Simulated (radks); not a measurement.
The numbers below are computed, except where a source is named.
Question: The table gives one normalised radial function P(r) = r R(r) of Co20+ in [He] 2s2 2p3 (r in bohr). Level of theory: scalar-relativistic Kohn-Sham, PBE, spin-polarised, spherical densities, finite nucleus; open shells are filled with parallel spins first; Fermi nuclear charge, rms radius 3.7875 fm (a radial shooting solver on a logarithmic mesh with Libxc functionals).

r	P
0.003006	0.8080
0.003672	0.9656
0.004449	1.1413
0.00539	1.3431
0.006531	1.5721
0.007914	1.8283
0.009589	2.1095
0.01171	2.4238
0.01419	2.7369
0.0172	3.0474
0.02083	3.3359
0.02525	3.5776
0.03059	3.7429
0.03706	3.8002
0.04527	3.7149
0.05485	3.4756
0.06646	3.0836
0.08053	2.5661
0.09758	1.9769
0.1182	1.3874
0.1444	0.8514
0.175	0.4641
0.212	0.2146
0.2569	0.0814
0.3113	0.0243
0.3771	0.0054
0.4606	0.0008
0.5582	0.0001
0.6763	0.0000
0.8195	0.0000

Which n and l does it have? It may be an empty orbital.

Answer: n = 1, l = 0: the number of nodes gives n - l - 1 = 0, the rise at small r (about r^(l+1)) gives l, and the extent must fit the shell. The curve is that of 1s down; the table hardly tells the two spins apart. 1s down: eigenvalue -8623.2 eV, 0 radial nodes, <r> = 0.0560 bohr, 90 % of the charge inside 0.0999 bohr.
